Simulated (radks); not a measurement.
Spherical quantum dot in the effective-mass picture: electrons in a well V = -V0 / (1 + exp((r - R)/a)) with V0 = 5.34, R = 6.79, a = 0.34, all in effective atomic units (hartree* = m*/eps^2 hartree, bohr* = eps/m* bohr), one dielectric constant everywhere. Calculated with a radial shooting solver with Libxc functionals: non-relativistic Kohn-Sham, PBEsol, spin-polarised, spherical densities. Levels are named by radial order and angular momentum (1s, 1p, 1d, 2s, ...), and open shells are averaged over m.

N = 21, configuration 1s2 1p6 1d10 1f(up 3, down 0). This is the lowest configuration that the search found. Occupied levels:

level    occupation  eigenvalue (hartree*)  <r> (bohr*)
1s up             1                -1.3911        4.794
1s down           1                -1.3737        4.771
1p up             3                -1.3414        4.891
1p down           3                -1.3233        4.875
1d up             5                -1.2500        5.000
1d down           5                -1.2312        4.989
1f up             3                -1.1216        5.106

Energy (hartree*): total -66.1372, kinetic 6.5866, external -108.63, Hartree 41.189, exchange-correlation -5.2785.
